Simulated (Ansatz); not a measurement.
CH₃BClFOSi, SMILES `FB1OC1[SiH2]Cl`. Charge 0, multiplicity 1. Geometry: relaxed with PBE0-D4/def2-TZVP. It is one conformer, not always the lowest.

```xyz
9

F    -0.941   -2.299   -1.543
B    -0.156   -1.499   -0.878
O     0.740   -1.573    0.091
C     0.462   -0.171   -0.520
Si   -0.304    1.044    0.660
Cl    1.088    1.766    1.983
H     1.318    0.172   -1.101
H    -0.831    2.187   -0.122
H    -1.376    0.373    1.429
```

Task: What is the dipole moment at ωB97M-V/def2-TZVPP? (An estimate is asked.)

Result: The calculation gave: 1.80 D, with components (-0.72, 0.70, -1.49) D in this frame, pointing from negative to positive charge.

Task: And with PBE, r2SCAN, B3LYP? (Estimate.)

Result: Computed: PBE 1.63 D, r2SCAN 1.73 D, B3LYP 1.79 D.

Task: Give the Mulliken charges with ωB97M-V, B3LYP, PBE in def2-TZVPP. (An estimate is asked.)

Result: Ansatz gave: 
| atom | ωB97M-V | B3LYP | PBE |
| --- | --- | --- | --- |
| F1 | -0.24 | -0.23 | -0.19 |
| B2 | 0.42 | 0.38 | 0.30 |
| O3 | -0.25 | -0.25 | -0.19 |
| C4 | -0.16 | -0.10 | -0.08 |
| Si5 | 0.36 | 0.46 | 0.38 |
| Cl6 | -0.21 | -0.24 | -0.22 |
| H7 | 0.12 | 0.11 | 0.10 |
| H8 | -0.02 | -0.06 | -0.05 |
| H9 | -0.02 | -0.06 | -0.05 |

B3LYP here is the variant with VWN-RPA as its local correlation; programs differ in this.
